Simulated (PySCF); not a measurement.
C8H7F3O.
SMILES with atom numbers: `[F:1][C:2]1=[CH:3][CH2:4][C:5]([O:6][CH:7]([F:8])[F:9])=[CH:10][CH:11]=[CH:12]1`

Geometry (GFN2-xTB, Å), atoms numbered from 1 in this order:
```
atom  x, y, z in Å
F1    -2.865   -1.901   -0.475
C2    -1.884   -0.983   -0.666
C3    -0.691   -1.409   -1.098
C4     0.375   -0.430   -1.469
C5     0.765    0.239   -0.184
O6     2.041   -0.099    0.224
C7     2.364    0.050    1.527
F8     2.749    1.320    1.812
F9     3.427   -0.723    1.784
C10   -0.045    1.087    0.470
C11   -1.425    1.297    0.140
C12   -2.265    0.364   -0.355
H13   -0.503   -2.467   -1.202
H14   -0.011    0.316   -2.167
H15    1.241   -0.926   -1.899
H16    1.549   -0.213    2.229
H17    0.330    1.661    1.305
H18   -1.837    2.251    0.437
H19   -3.323    0.577   -0.419
```

NICS = −σ at a ghost point: NICS(0) at the centroid of the ring atoms, NICS(1) 1 Å to either side along the normal of their mean plane, zz for the tensor component along that normal. Level: GIAO PBE0/pcSseg-1 (PySCF, non-relativistic, gas phase) on the GFN2-xTB geometry, one conformer.

Ring bond lengths (Å), with Mayer bond orders in brackets: C2–C3 1.339 (1.75), C3–C4 1.494 (1.02), C4–C5 1.500 (1.02), C5–C10 1.342 (1.67), C10–C11 1.435 (1.20), C11–C12 1.349 (1.70), C12–C2 1.435 (1.17).

Question: What do the NICS probes read (ppm)?

Answer: 
```
                   ring                                                    type  NICS(0)  NICS(1), two faces  NICS(1)zz, two faces  rms pucker (Å)  centre to ring atoms, mean (Å)
C2–C3–C4–C5–C10–C11–C12  7-membered carbocycle; formal bonds 3 double, 4 single     -6.2         -6.1 / -7.7          -8.7 / -12.2            0.30                            1.56
```

Question: What do they say, and how far can they be read as aromaticity?

Answer: 
- C2–C3–C4–C5–C10–C11–C12: mean NICS(1)zz -10.4 ppm, shielded. C4 has four or more neighbours, so the value isn't read as a sign of a π ring current. The two faces differ by 3.5 ppm, so no symmetry operation interchanges them.

Question: What field does 11.7 T along the ring normal induce along that normal at the first NICS(1) probe listed for ring C2–C3–C4–C5–C10–C11–C12, 1 Å off the ring?

Answer: NICSzz × B0 = -8.7 ppm × 11.7 T = -102 μT, against the applied field.

Question: How shielded are the nuclei of the rings and their hydrogens (means over atoms taken as equivalent)?

Answer: 
| atoms | environment | σ isotropic (ppm) | principal values of the symmetric part, first atom (ppm) |
| --- | --- | --- | --- |
| C2 | vinylic C–F carbon | 16.5 | -81.9, 50.8, 80.5 |
| C3 | alkene CH carbon | 83.6 | 3.4, 70.1, 177.3 |
| C4 | allylic carbon | 156.0 | 143.1, 151.7, 173.3 |
| C5 | vinylic carbon bearing oxygen | 36.4 | -27.2, 27.4, 109.0 |
| C10 | alkene CH carbon | 80.1 | 1.8, 78.4, 160.2 |
| C11 | alkene CH carbon | 49.6 | -62.7, 41.3, 170.2 |
| C12 | alkene CH carbon | 61.0 | -33.1, 60.7, 155.4 |
| H13 | vinylic hydrogen | 26.47 | 21.3, 27.7, 30.3 |
| H14 (×2) | methylene hydrogen | 29.21 | 25.3, 26.6, 37.9 |
| H17 | vinylic hydrogen | 25.83 | 20.9, 26.8, 29.8 |
| H18 | vinylic hydrogen | 24.71 | 21.7, 25.5, 26.9 |
| H19 | vinylic hydrogen | 24.93 | 22.1, 25.2, 27.4 |

Time: 38 s. Hardware: one thread of an x86-64 server, shared host. This is the whole shielding run at PBE0/pcSseg-1, SCF included.
